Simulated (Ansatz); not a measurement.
C2Cl3 (SMILES Cl[C]=C(Cl)Cl), doublet, at a GFN2-xTB geometry; WB97X/STO-3G in Ansatz (a quantum-chemistry and plane-wave program).

Input for Ansatz:
Ansatz 0.2 input:
```yaml
crystal:
  periodic: [false, false, false]
  atoms:
    - {symbol: Cl, position_ang: [2.35678761, -0.31883422, 0.01950333]}
    - {symbol: C, position_ang: [0.77529472, -0.67694562, 0.18027512]}
    - {symbol: C, position_ang: [-0.39193325, -0.13280407, 0.05323237]}
    - {symbol: Cl, position_ang: [-0.62979944, 1.56052421, -0.45358792]}
    - {symbol: Cl, position_ang: [-1.86229222, -0.95589598, 0.35167018]}
basis:
  gaussian:
    orbitals: STO-3G
hamiltonian:
  xc: {name: wB97X}
magnetization: {spin_polarized: true, initial_magnetization: 1}
```

Output, abridged:

```
Functional definition: wB97X
433 factors; integrals over basis functions are off by at most 2.9e-5 eV
134 factors; integrals over basis functions are off by at most 4.9e-7 eV
mean field evaluation 1: about -39200.4141 eV, gradient 2.0e1 eV
mean field evaluation 2: about -39202.2873 eV, gradient 1.5e1 eV
mean field evaluation 4: about -39203.6422 eV, gradient 1.1e0 eV
mean field evaluation 8: about -39203.6436 eV, gradient 9.3e-2 eV
mean field evaluation 16: about -39203.6442 eV, gradient 7.7e-5 eV
mean field -39203.64423955 eV, -1440.7073526190 hartree, gradient 7.7e-5 eV, S^2 0.773268; 0 other end points of the search recorded, 0 dependent functions left out
reference -39203.64422683 eV, -1440.7073521515 hartree; 32, 31 occupied and 5, 6 virtual orbitals, 433 factors
Total energy: -39203.64422683 eV, -1440.7073521515 hartree
```
